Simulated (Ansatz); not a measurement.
Predict a relaxed structure of In(PF3)H3 (InPH3F3), charge 0, singlet, at r2SCAN-D4/def2-SVP (Ansatz).


```
atom   x (Å)   y (Å)   z (Å)
 In1   0.589   0.313  -1.534
  P2  -0.411  -0.216   1.060
  F3  -1.597   0.677   1.625
  F4   0.587  -0.104   2.290
  F5  -1.017  -1.651   1.365
  H6   1.777  -0.940  -1.408
  H7   1.008   1.940  -1.116
  H8  -0.936  -0.019  -2.281
```
Point group C3v (tolerance 0.1 Å). This is one stationary point.

In the def2 sets In takes a core potential; there is no spin–orbit coupling.
